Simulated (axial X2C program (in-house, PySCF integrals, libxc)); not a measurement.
Which molecule has these constants?

Computed with an in-house relativistic program for diatomic molecules, spin-free (one-electron X2C) or two-component (2c: spin–orbit coupling with atomic mean-field Coulomb and Gaunt terms, which also bring small scalar terms), in Dyall basis sets with cores contracted in-house; open shells are unrestricted.

A two-component PBE0 calculation in a Dyall 3-zeta basis gave Re = 3.437 Å, ωe = 76.7 cm⁻¹, De = 0.12 eV, Ω = 3/2.

Which molecule is it?
A. RbCl⁺
B. RbBr⁺
C. RbI⁺

A. The others have RbBr⁺ 3.546 Å and 63.0 cm⁻¹ (Ω = 3/2); RbI⁺ 3.729 Å and 59.5 cm⁻¹ (Ω = 3/2).

Each entry is the lowest single determinant of a limited PBE0 search at one distance. De goes to single-determinant-based atoms at the same level (for ions the charge split of lowest energy) and is withheld (n/a) where an atom does not fit its ground term or J level. Main or longest-lived isotopes. One determinant is a doubtful description, or other states lie close, for RbCl⁺, RbBr⁺, RbI⁺; these need not be ground states, and all values refer to the states named. Some light 2c atoms are not at their ground J level, so De misses part of their lowering (0.04 eV or less). The functionals have no current term, which raises determinants with orbital currents. Where the atoms have a lower orbital projection than the molecule, De at mean-field level may be about a tenth of an eV too small.
